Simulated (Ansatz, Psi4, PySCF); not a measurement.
CH3Cl3Si, singlet, at a GFN2-xTB geometry. Base run: MP2/STO-3G (PySCF).

Here is a job for PySCF.
```python
from pyscf import gto, scf, mp

mol = gto.M(
    atom='''
C    -2.085393   -0.430024    0.057358
Si   -0.225654   -0.046532    0.006206
Cl    0.680406   -1.195024   -1.390628
Cl    0.067757    1.900728   -0.455550
Cl    0.609762   -0.425689    1.808829
H    -2.266306   -1.469266    0.317442
H    -2.594686    0.186602    0.792742
H    -2.552211   -0.245996   -0.906287
''',
    basis='sto-3g',
    charge=0,
    spin=0,
    verbose=4,
)

mf = scf.RHF(mol)
mf.kernel()

pt = mp.MP2(mf)
pt.kernel()
print('E(MP2) = %.10f' % pt.e_tot)
```

The same geometry, method and basis name were run in Ansatz (a quantum-chemistry and plane-wave program) and Psi4 and PySCF, at each program's defaults and at the settings that a row names. The base is PySCF at its defaults. Differences at the defaults can come from grids, fitting, cores and function types together.

| code and settings | ΔE vs base (mEh) | basis functions | E (Eh) | SCF cycles |
|---|---|---|---|---|
| PySCF, defaults (exact integrals, spherical functions, all electrons correlated) | 0.000 | 44 | -1688.78111 | 8 |
| Psi4, defaults (density fitting with its default set, spherical functions, all electrons correlated) | -1.069 | 44 | -1688.78218 | 9 |
| Ansatz, defaults (factorised integrals, spherical functions, frozen core) | 4.734 | 44 | -1688.77638 | - |
| PySCF, frozen core | 4.716 | 44 | -1688.77639 | 8 |
| Psi4, exact integrals, spherical functions, frozen core | 4.716 | 44 | -1688.77639 | 9 |
| Ansatz, high accuracy, frozen core | 4.716 | 44 | -1688.77639 | - |
